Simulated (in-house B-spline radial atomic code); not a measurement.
RPA and G0W0 for the tantalum ion Ta⁵⁺, [Xe] 4f14, as one setting changes: the highest l of the empty states. Start: Hartree-Fock. A dash marks a level of low quasi-particle weight. Computed with a B-spline radial code for spherical atoms: all electrons, scalar-relativistic (spin-free one-electron X2C), finite nucleus, each spin shell either full or empty, empty states to the listed l with an (l + 1/2)⁻⁴ tail; G0W0 by contour deformation at full frequency.

Without the two-electron picture change, the correlation of inner shells comes somewhat too large for so heavy an element.

```tsv
highest l of the empty states	RPA summed (Eh)	RPA extrapolated (Eh)	G0W0 level (eV)
5	-5.1312	-5.9618	4f -94.74
6	?	?	?
7	-5.6042	-5.9425	4f -94.95
8	-5.6991	-5.9242	4f -94.97
9	?	?	?
10	-5.7904	-5.8965	4f -94.95
11	-5.8129	-5.8886	4f -94.94
```

Problem. What belongs in the row for 9?

Solution. RPA summed (Eh): -5.7554; RPA extrapolated (Eh): -5.9075; G0W0 level (eV): 4f -94.96.

Problem. What belongs in the row for 6?

Solution. RPA summed (Eh): -5.4386; RPA extrapolated (Eh): -5.9667; G0W0 level (eV): 4f -94.97.
